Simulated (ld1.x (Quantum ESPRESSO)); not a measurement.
**Pr (Z = 59), TM: configuration errors across variants**

praseodymium, norm-conserving Troullier–Martins (Kleinman–Bylander form), made with ld1.x (Quantum ESPRESSO) 7.5 (PBE, scalar-relativistic). Core [Xe], reference 4f3 5d0 6s2 6p0. Waves: 6s (bound): rc 4.00 bohr; 6p (bound, empty): rc 4.10 bohr; 5d (bound, empty): rc 2.60 bohr; 4f (bound): rc 0.85 bohr. Local part: all-electron potential smoothed inside 0.65 bohr (lloc = -1). Core correction: none.

All-electron excitation energies from the reference (eV): (1) 4f3 5d0 6s0 6p0 16.346; (2) 4f2 5d0 6s0 6p0 37.925; (3) 4f1 5d0 6s0 6p0 76.936; (4) 4f3 5d0 6s1 6p1 2.269; (5) 4f3 5d0 6s0 6p1 8.614.

Tests that are not counted but printed errors over 1 eV. “base”: 4f3 5d0 6s1 6p0 (solver errors, printed error -2.2 eV); 4f2 5d0 6s2 6p0 (solver errors, printed error -11.9 eV). “wave 6s (bound): rc 4.00 bohr becomes 6s (bound): rc 2.70 bohr”: 4f2 5d0 6s2 6p0 (solver errors, printed error -12.3 eV). “wave 6s (bound): rc 4.00 bohr becomes 6s (bound): rc 2.96 bohr”: 4f2 5d0 6s2 6p0 (solver errors, printed error -12.1 eV). “wave 6s (bound): rc 4.00 bohr becomes 6s (bound): rc 3.40 bohr”: 4f2 5d0 6s2 6p0 (solver errors, printed error -11.9 eV). “wave 6s (bound): rc 4.00 bohr becomes 6s (bound): rc 3.76 bohr”: 4f2 5d0 6s2 6p0 (solver errors, printed error -11.9 eV); 4f3 5d0 6s1 6p1 (solver errors, printed error -7.6 eV); 1 more.

A true bound ghost makes a file unfit for plane-wave use even where its test errors are small: the radial tests pick states by their node count and pass the ghost by. Where a test does run into it, the solver fails or the error is huge.

Errors AE − PS in meV (a dash: test not solved or not reliable):

```tsv
change	(1)	(2)	(3)	(4)	(5)	bound ghosts
base	+317	-648	-4850	+10	+114	s, p, d
wave 6s (bound): rc 4.00 bohr becomes 6s (bound): rc 2.70 bohr	+325	-996	-5662	+9.3	+120	s, p, d
wave 6s (bound): rc 4.00 bohr becomes 6s (bound): rc 2.96 bohr	+315	-764	-5111	+9.0	+113	s, p, d
wave 6s (bound): rc 4.00 bohr becomes 6s (bound): rc 3.40 bohr	+321	-634	-4824	+11	+117	s, p, d
wave 6s (bound): rc 4.00 bohr becomes 6s (bound): rc 3.76 bohr	+324	-617	-4788	–	+119	s, p, d
wave 6s (bound): rc 4.00 bohr becomes 6s (bound): rc 4.42 bohr	+293	-747	-5045	+6.9	+96	s, p, d
wave 6s (bound): rc 4.00 bohr becomes 6s (bound): rc 4.66 bohr	+275	-822	-5191	+4.2	+82	s, p, d
wave 6s (bound): rc 4.00 bohr becomes 6s (bound): rc 5.16 bohr	+224	-1030	-5594	-3.4	+44	s, p, d
wave 6s (bound): rc 4.00 bohr becomes 6s (bound): rc 5.46 bohr	+190	-1161	-5844	-8.2	+21	s, p, d
```

Give the same row for: wave 6s (bound): rc 4.00 bohr becomes 6s (bound): rc 5.90 bohr.

+130, -1385, -6268, -17, -21; bound ghosts: s, p, d. Not counted: 4f2 5d0 6s2 6p0 (solver errors, printed error -12.7 eV).
